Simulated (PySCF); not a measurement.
Correlation energy of Ne+ (neon, charge +1)

[He] 2s2 2p5, 2P determinant. All numbers are calculated (PySCF 2.14, the spin-free X2C one-electron Hamiltonian (Gaussian nucleus), in x2c-TZVPPall (5s3p2d1f, 31 functions)). Frozen: nothing; 9 electrons correlated.

MP2 pair energies summed by pair of shells (mhartree):

```tsv
pair	energy	share (%)
2p-2p	-120.29	56.6
2s-2p	-63.58	29.9
1s-1s	-11.87	5.6
2s-2s	-9.59	4.5
1s-2p	-5.01	2.4
1s-2s	-2.18	1.0
```

Total MP2 correlation energy: -212.52 mhartree.

Same-spin part -48.71 and opposite-spin part -163.81 mhartree; SCS-MP2 scales them by 1/3 and 6/5 to -212.81 mhartree.

This basis was not built for core-valence correlation, so the inner-shell part is incomplete.
